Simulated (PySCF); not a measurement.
C₃H₆BrF, SMILES CC[C@H](F)Br.

The structure is a stationary point at B3LYP-D3(BJ)/def2-SVP. The structure was generated by enumeration; whether it is a known compound was not checked. Other conformers were not sampled.

The numbers are results of PBE/def2-TZVP run with PySCF, not measurements.

The total energy comes out as -2791.37402 hartree, the highest occupied level is -6.77 eV and the lowest empty level is -1.26 eV. The orbital gap comes out as 5.52 eV, the dipole moment comes out as 2.19 D and the quadrupole, principal values (traceless, Buckingham form, about the centre of nuclear charge) comes out as -4.14, 0.81, 3.33 D·Å. The mean static polarisability is 59.6 bohr³ (8.83 Å³). The polarisability, principal values is 50.7, 55.7, 72.4 bohr³.
